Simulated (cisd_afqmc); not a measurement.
Input (AFQMC/CISD/cc-pVTZ; cisd_afqmc is a phaseless AFQMC code with CISD trial states that reads the integrals written by Ansatz):

Ansatz 0.2 input:
```python
import cisd_afqmc

open("ham.yaml", "w").write("""\
crystal:
  periodic: [false, false, false]
  atoms:
    - {symbol: C, position_ang: [1.45275930, -0.26289360, 0.03965160]}
    - {symbol: C, position_ang: [-0.02416756, 0.00437340, -0.00065963]}
    - {symbol: F, position_ang: [-0.64870592, -0.76402463, -0.91881354]}
    - {symbol: F, position_ang: [-0.29349650, 1.29029897, -0.31266549]}
    - {symbol: F, position_ang: [-0.61230856, -0.24496759, 1.18905023]}
    - {symbol: H, position_ang: [1.62223975, -1.30738036, 0.29392779]}
    - {symbol: H, position_ang: [1.91331729, 0.37604195, 0.79063782]}
    - {symbol: H, position_ang: [1.88349135, -0.04930107, -0.93665816]}
basis:
  gaussian:
    orbitals: cc-pVTZ
magnetization: {spin_polarized: false}
correlation: {method: ccsd, electrons: outside_noble_gas, hamiltonian_folder: ham}
""")
rep = cisd_afqmc.ansatz("ham.yaml")
e_ccsd = rep["correlation"]["coupled_cluster"]["energy"]["hartree"]
out = cisd_afqmc.run("ham", e_ccsd, trial="CISD", walkers=1000, populations=1, threads=12, dt=0.005, steps=40, early=24, settle=10, least=100,
    cut=5e-5, rank_cut=2e-4, target=0.0004, seconds=1500, seed=4, memory=62639, gpu=True)
```

Output:

```
orbitals 187, occupied [16], factors 1054 of 1153, rank of the doubles 834 of 2736
E(HF) = -375.965847
E(CCSD) on the cut factors = -377.067323, shift to the whole factors -0.000016
Energy of the trial state on the determinant = -377.067318
  tau behind 7.2 of longer steps, mean of the populations' last blocks
   2.0  -377.10742
   4.0  -377.10404
   6.0  -377.10301
   8.0  -377.10312
  10.0  -377.10749
  12.0  -377.10808
  14.0  -377.10189
  16.0  -377.10044
  18.0  -377.10341
  20.0  -377.10449
  22.0  -377.10477
  24.0  -377.10632
  26.0  -377.10387
  28.0  -377.10416
  30.0  -377.10263
  32.0  -377.10512
  34.0  -377.10465
  36.0  -377.10278
blocks 176 (0 outliers left out), error by blocks joined: 1: 0.00027, 2: 0.00032, 4: 0.00035, 8: 0.00039
E(AFQMC/CISD) = -377.10409 +/- 0.00039
```
